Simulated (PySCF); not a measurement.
This PySCF input asks for the NMR shieldings of `N(C[SiH2]F)(C[SiH3])C1CC1`, C5H14FNSi2; the geometry comes from GFN2-xTB.

```python
import basis_set_exchange as bse
import numpy as np
from pyscf import gto, dft
from pyscf.prop import nmr

atoms = """
F     2.861596    1.803576   -0.152792
Si    2.574166    0.266452    0.251436
C     0.836055    0.186122    1.056841
N    -0.319395   -0.028599    0.200009
C    -0.424813    0.937042   -0.879337
Si   -0.796543    2.700214   -0.254753
C    -0.401254   -1.377027   -0.269604
C    -1.765451   -1.943271   -0.521368
C    -0.967972   -2.406864    0.659837
H     2.739669   -0.462161   -0.997646
H     3.603270   -0.059282    1.226716
H     0.822176   -0.610814    1.805065
H     0.667335    1.123870    1.597592
H     0.479796    0.932528   -1.513112
H    -1.250015    0.611099   -1.517882
H    -1.793295    2.608108    0.813511
H     0.406674    3.372778    0.234612
H    -1.334735    3.456498   -1.389501
H     0.403131   -1.699581   -0.938899
H    -1.901974   -2.613792   -1.356166
H    -2.608808   -1.299001   -0.327710
H    -1.286842   -2.069978    1.633608
H    -0.547523   -3.400933    0.649621
"""
names = dict.fromkeys(["F", "Si", "C", "N", "H"], "pcSseg-1")
basis = {el: gto.basis.parse(bse.get_basis(n, elements=[el], fmt="nwchem")) for el, n in names.items()}
mol = gto.M(atom=atoms, basis=basis, charge=0, verbose=0)
mf = dft.RKS(mol, xc="PBE0")
mf.grids.level = 2
mf.grids.alignment = dft.numint.BLKSIZE   # the property module wants whole blocks of grid points
mf.conv_tol = 1e-9
mf.kernel()

calc = nmr.RKS(mf)   # GIAO
C = mf.mo_coeff
Co = C[:, mf.mo_occ > 0]
resp = mf.gen_response(singlet=True, hermi=2)
def vind(x):   # induced exchange potential for any number of trial vectors
    d = np.einsum("pi,xij,qj->xpq", C, 2 * x.reshape(-1, C.shape[1], Co.shape[1]), Co, optimize=True)
    return np.einsum("xpq,pi,qj->xij", resp(d - d.transpose(0, 2, 1)), C, Co, optimize=True).ravel()
mo1, _ = nmr.rhf.solve_mo1(calc, with_cphf=vind)
sigma = calc.kernel(mo1)
for i, s in enumerate(sigma):   # ppm
    print("%2d %-2s %9.2f" % (i, mol.atom_pure_symbol(i), np.trace(s) / 3))
```

Problem. Give the expected output.

Solution. 
```
 0 F     396.49
 1 Si    345.74
 2 C     137.16
 3 N     214.66
 4 C     144.47
 5 Si    422.27
 6 C     143.01
 7 C     176.21
 8 C     176.82
 9 H      25.70
10 H      26.71
11 H      29.03
12 H      28.61
13 H      29.18
14 H      29.01
15 H      27.91
16 H      27.46
17 H      27.90
18 H      29.80
19 H      31.22
20 H      31.22
21 H      31.30
22 H      31.36
```

These numbers come from an equivalent density-fitted implementation of the same equations, which agrees with the script to about 0.01 ppm for H and up to a few tenths of a ppm for heavy atoms, so last digits may differ.

Problem. Turn these shieldings into chemical shifts. Referencing at the same level of theory: 19F (σ = 170.95 ppm) vs CFCl3; 29Si (σ = 349.16 ppm) and 13C (σ = 186.93 ppm) and 1H (σ = 31.72 ppm) against TMS; 15N (σ = 267.73 ppm) against NH3.

Solution. Averaging equivalent atoms: F 0: -225.5; Si 1: 3.4; Si 5: -73.1; C 2: 49.8; C 6: 43.9; C 4: 42.5; C 7/8: 10.4; N 3: 53.1; H 9/10: 5.51; H 15/16/17: 3.96; H 11/12: 2.90; H 13/14: 2.62; H 18: 1.92; H 20/21: 0.46; H 19/22: 0.43 ppm. Unscaled 19F shifts against computed CFCl3 carry errors that often reach 10 to 50 ppm. Experimental scales use liquid or dissolved standards, which lie at an offset from isolated NH3 (liquid NH3: subtract about 20 ppm).

Size and cost of the density-fitted run: 237 basis functions, 98 s wall time on 1 thread of an Arm Neoverse N1, shared host; peak memory 1.2 GiB.
